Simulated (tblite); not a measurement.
Species: C4H11BO2Si2.
Atom-mapped SMILES: `[OH:1][B:2]([OH:3])[C:4]1=[C:5]([CH2:6][SiH3:7])[CH2:8][SiH2:9]1` (hydrogens: H10 on O1; H11 on O3; H12, H13 on C6; H14, H15, H16 on Si7; H17, H18 on C8; H19, H20 on Si9)

Computed with GFN2-xTB (tblite), gas phase: L-BFGS steps from a force-field or distance-geometry start until the largest atomic force falls under 0.01 eV/Å.

The end geometry, which sets the zero of energy:
```
atom  x, y, z in Å
O1      0.2551   -1.9604   -1.0133
B2      1.2832   -1.0979   -0.7681
O3      2.5467   -1.5513   -1.0388
C4      0.9381    0.2840   -0.1729
C5     -0.3147    0.7897   -0.0254
C6     -1.5924    0.2168   -0.4706
Si7    -1.9616   -1.4474    0.4169
C8     -0.1437    2.0932    0.7124
Si9     1.7496    1.7559    0.6776
H10     0.5341   -2.8175   -1.3379
H11     3.2505   -0.9319   -0.8584
H12    -1.5302   -0.0068   -1.5355
H13    -2.4031    0.9297   -0.3178
H14    -0.9190   -1.8370    1.3618
H15    -2.3139   -2.4944   -0.5394
H16    -3.1667   -1.1868    1.2308
H17    -0.5247    2.9533    0.1607
H18    -0.6343    2.0887    1.6856
H19     2.5408    2.6769   -0.1453
H20     2.4009    1.5536    1.9747
```

**Question.** These geometries come from the run, each turned onto the end geometry. Order them by energy, lowest first.
A.
```
atom  x, y, z in Å
O1      0.2522   -1.9467   -1.0633
B2      1.2791   -1.0926   -0.7840
O3      2.5450   -1.5413   -1.0511
C4      0.9319    0.2855   -0.1793
C5     -0.3204    0.7944   -0.0406
C6     -1.6056    0.2084   -0.4466
Si7    -1.9359   -1.4583    0.4488
C8     -0.1461    2.1214    0.6544
Si9     1.7383    1.7395    0.7074
H10     0.5310   -2.7930   -1.4155
H11     3.2474   -0.9259   -0.8502
H12    -1.5817   -0.0144   -1.5126
H13    -2.4131    0.9178   -0.2653
H14    -0.8552   -1.8622    1.3423
H15    -2.3234   -2.4943   -0.5061
H16    -3.1047   -1.2077    1.3178
H17    -0.4697    2.9570    0.0327
H18    -0.6852    2.1933    1.5994
H19     2.6279    2.6354   -0.0368
H20     2.2830    1.4942    2.0458
```
B.
```
atom  x, y, z in Å
O1      1.0833   -2.1737    0.6301
B2      1.2278   -1.1448   -0.2521
O3      2.1916   -1.2166   -1.2796
C4      0.7383    0.2587    0.0908
C5     -0.4268    0.8656    0.2810
C6     -1.8307    0.3432    0.1135
Si7    -1.8733   -1.5074   -0.3470
C8     -0.0227    2.2795    0.6467
Si9     1.8426    1.7677    0.5053
H10     1.2251   -3.0225    0.2204
H11     1.8979   -1.4493   -2.1426
H12    -2.2988    0.8687   -0.7167
H13    -2.4214    0.5291    1.0157
H14    -1.6488   -2.2993    0.8412
H15    -0.9806   -1.8202   -1.4752
H16    -3.2429   -1.7680   -0.7820
H17    -0.3114    2.9781   -0.1068
H18    -0.2891    2.5502    1.6430
H19     2.5568    2.2860   -0.6479
H20     2.5778    1.6855    1.7593
```
C.
```
atom  x, y, z in Å
O1      0.2465   -1.9486   -1.0417
B2      1.2772   -1.0948   -0.7722
O3      2.5405   -1.5484   -1.0446
C4      0.9333    0.2825   -0.1669
C5     -0.3186    0.7929   -0.0302
C6     -1.6009    0.2117   -0.4524
Si7    -1.9379   -1.4632    0.4266
C8     -0.1450    2.1151    0.6739
Si9     1.7444    1.7446    0.7006
H10     0.5243   -2.7971   -1.3892
H11     3.2461   -0.9336   -0.8590
H12    -1.5620    0.0068   -1.5220
H13    -2.4134    0.9153   -0.2655
H14    -0.8720   -1.8417    1.3504
H15    -2.3088   -2.5147   -0.5159
H16    -3.1281   -1.1992    1.2620
H17    -0.4914    2.9607    0.0765
H18    -0.6703    2.1570    1.6286
H19     2.5982    2.6388   -0.0882
H20     2.3324    1.5263    2.0265
```
D.
```
atom  x, y, z in Å
O1      0.5734   -2.2769   -0.0530
B2      1.3302   -1.2163   -0.4265
O3      2.4834   -1.4872   -1.1138
C4      0.9057    0.2174   -0.0257
C5     -0.3032    0.7675    0.2230
C6     -1.6948    0.2747    0.1214
Si7    -2.0930   -1.5712   -0.1553
C8     -0.0170    2.2004    0.6301
Si9     1.8450    1.8078    0.3790
H10     0.9242   -3.1240   -0.3300
H11     2.9894   -0.7247   -1.3907
H12    -2.1645    0.8508   -0.6848
H13    -2.2092    0.5979    1.0336
H14    -1.8147   -2.3725    1.0314
H15    -1.5826   -2.0744   -1.4273
H16    -3.5663   -1.5528   -0.2942
H17    -0.4780    2.9317   -0.0348
H18    -0.3500    2.4285    1.6436
H19     2.5320    2.5186   -0.7055
H20     2.6848    1.8150    1.5767
```
E.
```
atom  x, y, z in Å
O1      0.2466   -1.8524   -1.2285
B2      1.2641   -1.0884   -0.7335
O3      2.5309   -1.6141   -0.7865
C4      0.9188    0.2901   -0.1376
C5     -0.3243    0.8094    0.0281
C6     -1.6313    0.2221   -0.3153
Si7    -1.9472   -1.5450    0.3778
C8     -0.1159    2.1787    0.6289
Si9     1.7744    1.8075    0.5759
H10     0.5393   -2.6984   -1.5697
H11     3.2158   -1.0785   -0.3870
H12    -1.6679    0.1150   -1.4004
H13    -2.4316    0.9000   -0.0146
H14    -0.8480   -2.0994    1.1643
H15    -2.3687   -2.4516   -0.6895
H16    -3.0851   -1.4003    1.3051
H17    -0.5186    2.9560   -0.0229
H18    -0.5856    2.2932    1.6066
H19     2.6287    2.6173   -0.2948
H20     2.4003    1.6491    1.8908
```

**Answer.** C (0.004 eV), A (0.007 eV), E (0.041 eV), D (0.153 eV), B (0.970 eV).

In the order of the answer:

```json
{"step": "242", "E above end (eV)": "0.004", "largest force (eV/Å)": "0.05", "rms force component (eV/Å)": "0.016", "rms distance from end (Å)": "0.051", "rms bond change (Å)": "0.001", "bond most changed (Å)": "C8–Si9 +0.002"}
{"step": "233", "E above end (eV)": "0.007", "largest force (eV/Å)": "0.04", "rms force component (eV/Å)": "0.015", "rms distance from end (Å)": "0.080", "rms bond change (Å)": "0.001", "bond most changed (Å)": "Si9–H19 -0.001"}
{"step": "210", "E above end (eV)": "0.041", "largest force (eV/Å)": "0.14", "rms force component (eV/Å)": "0.048", "rms distance from end (Å)": "0.222", "rms bond change (Å)": "0.002", "bond most changed (Å)": "C5–C6 +0.004"}
{"step": "112", "E above end (eV)": "0.153", "largest force (eV/Å)": "0.07", "rms force component (eV/Å)": "0.021", "rms distance from end (Å)": "0.834", "rms bond change (Å)": "0.006", "bond most changed (Å)": "C6–Si7 -0.013"}
{"step": "2", "E above end (eV)": "0.970", "largest force (eV/Å)": "1.09", "rms force component (eV/Å)": "0.376", "rms distance from end (Å)": "1.128", "rms bond change (Å)": "0.020", "bond most changed (Å)": "B2–O3 +0.041"}
```

The cost below is that of the whole relaxation. Time: 8.9 s wall, 8.0 s CPU. Hardware: one thread, Intel Xeon at 2.50 GHz (x86_64) (shared host).
